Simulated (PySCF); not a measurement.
C (carbon, neutral) across methods

[He] 2s1 2p3, high-spin 5S determinant (an excited configuration). Computed with PySCF 2.14 in x2c-QZVPPall, with scalar relativity by spin-free X2C-1e.

```json
{"method": "UHF", "E (hartree)": "-37.61370", "mean ε 1s β (eV)": "-305.62", "mean ε 2s α (eV)": "-25.630", "mean ε 2p α (eV)": "-13.030", "Σ⟨r²⟩ (bohr²)": "13.54", "⟨S²⟩": "6.000"}
{"method": "HSE06", "E (hartree)": "-37.6793", "mean ε 1s β (eV)": "-279.49", "mean ε 2s α (eV)": "-17.651", "mean ε 2p α (eV)": "-8.024", "Σ⟨r²⟩ (bohr²)": "13.95", "⟨S²⟩": "6.000"}
{"method": "wB97X-V", "E (hartree)": "-37.6976", "mean ε 1s β (eV)": "-281.55", "mean ε 2s α (eV)": "-20.821", "mean ε 2p α (eV)": "-10.881", "Σ⟨r²⟩ (bohr²)": "14.11", "⟨S²⟩": "6.000"}
{"method": "LDA", "E (hartree)": "-37.3352", "mean ε 1s β (eV)": "-268.55", "mean ε 2s α (eV)": "-15.257", "mean ε 2p α (eV)": "-6.881", "Σ⟨r²⟩ (bohr²)": "14.27", "⟨S²⟩": "6.000"}
{"method": "revPBE", "E (hartree)": "-37.7094", "mean ε 1s β (eV)": "-271.47", "mean ε 2s α (eV)": "-15.507", "mean ε 2p α (eV)": "-6.781", "Σ⟨r²⟩ (bohr²)": "14.16", "⟨S²⟩": "6.000"}
{"method": "PBE", "E (hartree)": "-37.6622", "mean ε 1s β (eV)": "-271.14", "mean ε 2s α (eV)": "-15.482", "mean ε 2p α (eV)": "-6.817", "Σ⟨r²⟩ (bohr²)": "14.20", "⟨S²⟩": "6.000"}
{"method": "PBE0", "E (hartree)": "-37.6747", "mean ε 1s β (eV)": "-279.91", "mean ε 2s α (eV)": "-18.097", "mean ε 2p α (eV)": "-8.440", "Σ⟨r²⟩ (bohr²)": "13.94", "⟨S²⟩": "6.000"}
{"method": "r2SCAN", "E (hartree)": "-37.7169", "mean ε 1s β (eV)": "-274.83", "mean ε 2s α (eV)": "-16.677", "mean ε 2p α (eV)": "-7.257", "Σ⟨r²⟩ (bohr²)": "13.86", "⟨S²⟩": "6.000"}
{"method": "BHandHLYP", "E (hartree)": "-37.6909", "mean ε 1s β (eV)": "-289.29", "mean ε 2s α (eV)": "-20.315", "mean ε 2p α (eV)": "-9.729", "Σ⟨r²⟩ (bohr²)": "13.81", "⟨S²⟩": "6.000"}
```
